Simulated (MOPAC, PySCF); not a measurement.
C3H2O2, SMILES `C#CC(O)=O` (O–C–O–H torsion 0°), neutral singlet in the gas phase. 

Cartesian coordinates (Å):
SMILES: C(#C)C(O)=O
```xyz
7

C      1.9104    -0.1727    -0.1017
C      0.7306     0.0264    -0.0320
C     -0.6780     0.3322     0.0563
O     -1.1257     1.4439     0.1601
O     -1.4342    -0.7831     0.0083
H      2.9572    -0.3482    -0.1635
H     -2.3604    -0.4985     0.0725
```
Charge 0, spin multiplicity 1.

All levels are single points at this geometry (B3LYP-D3(BJ)/def2-TZVP); Pople sets use spherical d functions. Orbital energies aren't observables, and empty levels follow the basis.

PBE-D3(BJ)/def2-TZVP in PySCF gives dipole (D) = 1.59.

Task: Estimate the dipole (D) from each of these levels: ωB97X-D3(BJ)/def2-TZVP in PySCF; B3LYP/3-21G in PySCF; M06-2X/6-31G* in PySCF; SVWN5/6-31G* in PySCF; HF/6-31G* in PySCF; AM1 in MOPAC; PM3 in MOPAC; PM6 in MOPAC.

Result: 
```csv
level,dipole (D)
ωB97X-D3(BJ)/def2-TZVP in PySCF,1.69
B3LYP/3-21G in PySCF,1.30
M06-2X/6-31G* in PySCF,1.58
SVWN5/6-31G* in PySCF,1.50
HF/6-31G* in PySCF,1.88
AM1 in MOPAC,1.67
PM3 in MOPAC,1.74
PM6 in MOPAC,1.99
```
